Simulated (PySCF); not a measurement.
# Worked example: oscillator strength and radiative lifetime

CH₈O₂Si₃, SMILES C[Si@H]1O[SiH2][Si@@H]1O.

Geometry: B3LYP-D3(BJ)/def2-SVP. The structure was generated by enumeration; whether it is a known compound was not checked. The values are those of a single conformer.

TDA-PBE/def2-SVPD run with PySCF puts the first singlet state with f over 0.02 at 4.83 eV (vertical), with the transition dipole (0.762, -0.607, 0.138) in atomic units.

Task: Find the oscillator strength, the wavelength and the radiative lifetime that this transition would have in vacuum if emission retraced absorption.

Result: 
|μ|² = 0.9681 au, so |μ| = 2.50 D. ΔE = 4.83/27.211 = 0.1775 hartree. f = (2/3) ΔE |μ|² = 0.115 (the program prints 0.115).
λ = 1239.84/4.83 = 257 nm; ν = 38957 cm⁻¹.
Einstein's coefficient A = 0.6670 ν² f s⁻¹ (ν in cm⁻¹) = 1.2e8 s⁻¹, so τ = 1/A = 8.6 ns. This state is S2; the lower singlet has f = 0.003. The figure is the radiative limit of this one transition; relaxation, internal conversion, crossing to triplets and a medium change what is measured.
